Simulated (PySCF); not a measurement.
# Molecular orbitals of InAs

PW91 at R = 2.766 Å; basis In def2-SVP with ECP28, As def2-SVP; scalar-relativistic core potentials; PySCF 2.14. State: ³Σ⁻ (triplet), unpaired electrons π ↑↑. Only the outer orbitals are listed, counted within each symmetry, core potentials removing the inner ones.

```json
{"spin": "α", "orbital": "10σ", "occ.": "1", "ε (eV)": "-13.87", "on In (%)": "6", "main shells (%)": "93 As s"}
{"spin": "α", "orbital": "11σ", "occ.": "1", "ε (eV)": "-8.51", "on In (%)": "83", "main shells (%)": "82 In s, 12 As p"}
{"spin": "α", "orbital": "6π", "occ.": "1", "ε (eV)": "-5.40", "on In (%)": "9", "main shells (%)": "91 As p, 9 In p"}
{"spin": "α", "orbital": "6π", "occ.": "1", "ε (eV)": "-5.40", "on In (%)": "9", "main shells (%)": "91 As p, 9 In p"}
{"spin": "α", "orbital": "12σ", "occ.": "1", "ε (eV)": "-4.69", "on In (%)": "39", "main shells (%)": "60 As p, 27 In p, 12 In s"}
{"spin": "α", "orbital": "7π", "occ.": "0", "ε (eV)": "-2.35", "on In (%)": "91", "main shells (%)": "91 In p, 8 As p"}
{"spin": "α", "orbital": "7π", "occ.": "0", "ε (eV)": "-2.35", "on In (%)": "91", "main shells (%)": "91 In p, 8 As p"}
{"spin": "α", "orbital": "13σ", "occ.": "0", "ε (eV)": "-0.30", "on In (%)": "85", "main shells (%)": "83 In p, 20 As p"}
{"spin": "β", "orbital": "10σ", "occ.": "1", "ε (eV)": "-12.54", "on In (%)": "11", "main shells (%)": "89 As s"}
{"spin": "β", "orbital": "11σ", "occ.": "1", "ε (eV)": "-8.28", "on In (%)": "83", "main shells (%)": "83 In s, 9 As p"}
{"spin": "β", "orbital": "12σ", "occ.": "1", "ε (eV)": "-4.26", "on In (%)": "42", "main shells (%)": "57 As p, 34 In p"}
{"spin": "β", "orbital": "6π", "occ.": "0", "ε (eV)": "-3.87", "on In (%)": "29", "main shells (%)": "71 As p, 28 In p"}
{"spin": "β", "orbital": "6π", "occ.": "0", "ε (eV)": "-3.87", "on In (%)": "29", "main shells (%)": "71 As p, 28 In p"}
{"spin": "β", "orbital": "7π", "occ.": "0", "ε (eV)": "-1.95", "on In (%)": "72", "main shells (%)": "72 In p, 28 As p"}
```

**Question.** Which are the highest filled and the lowest empty level, where do they sit, and how wide is the gap?

**Answer.** Highest filled β 12σ at -4.26 eV (in %: 57 As p, 34 In p); lowest empty β 6π at -3.87 eV (in %: 71 As p, 28 In p); the gap at PW91 is 0.39 eV.

* bond order (Mayer): 1.17
* ⟨S²⟩: 2.006
* charge on In (Mulliken, basis-dependent): 0.18
* charge on In (Löwdin, basis-dependent): 0.08
* dipole moment (positive dipole means In(−)As(+)): -1.59 D

Spin–orbit coupling is left out. The state was picked by a PBE0 search and need not be the measured ground state.
